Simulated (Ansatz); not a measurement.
Consider the isomerisation: `C[SiH2][Se]C#N` → `C1=N[SiH2]C[Se]1`.

Isolated molecules relaxed with PBE0-D4/def2-TZVP in Ansatz; ΔE leaves out vibrations. CCSD(T)/CBS adds triple-zeta CCSD(T) − MP2 to the extrapolated MP2 energy (def2 sets, frozen cores). Functionals use def2-TZVPP. For Se outer-core shells are correlated without core-valence functions, which leaves a few kJ/mol of doubt a bond. Scalar relativity is left out up to krypton. One conformer a species, not always the lowest.

```json
{"level": "PBE-D4", "ΔE (kJ/mol)": "-13.9", "difference from CCSD(T)/CBS": "-16.6"}
{"level": "ωB97X-V", "ΔE (kJ/mol)": "-1.1", "difference from CCSD(T)/CBS": "-3.8"}
{"level": "ωB97M-V", "ΔE (kJ/mol)": "2.9", "difference from CCSD(T)/CBS": "0.2"}
{"level": "r2SCAN", "ΔE (kJ/mol)": "-10.9", "difference from CCSD(T)/CBS": "-13.6"}
{"level": "PBE0", "ΔE (kJ/mol)": "-11.9", "difference from CCSD(T)/CBS": "-14.6"}
{"level": "HF/def2-TZVPP", "ΔE (kJ/mol)": "28.4", "difference from CCSD(T)/CBS": "25.7"}
{"level": "MP2/def2-TZVPP", "ΔE (kJ/mol)": "9.0", "difference from CCSD(T)/CBS": "6.3"}
{"level": "SCS-MP2/def2-TZVPP", "ΔE (kJ/mol)": "17.4", "difference from CCSD(T)/CBS": "14.7"}
{"level": "MP2/def2-QZVPP", "ΔE (kJ/mol)": "6.3", "difference from CCSD(T)/CBS": "3.6"}
{"level": "MP2/CBS(def2)", "ΔE (kJ/mol)": "5.2", "difference from CCSD(T)/CBS": "2.5"}
{"level": "CCSD(T)/CBS", "ΔE (kJ/mol)": "2.7", "difference from CCSD(T)/CBS": "0"}
```

Largest T1 diagnostic among the species: 0.014.

The D4 term adds −6.2 kJ/mol with B3LYP and −2.6 kJ/mol with PBE0; it sums over pairs of atoms, weighted by their polarisabilities, and B3LYP, whose exchange is more repulsive, gets the larger term. In def2-TZVPP, CCSD(T) changes the Hartree–Fock value by −21.8 kJ/mol (the triples alone add −4.7 kJ/mol) and MP2 by −19.4 kJ/mol.

B3LYP here is the variant with VWN-RPA as its local correlation; programs differ in this.
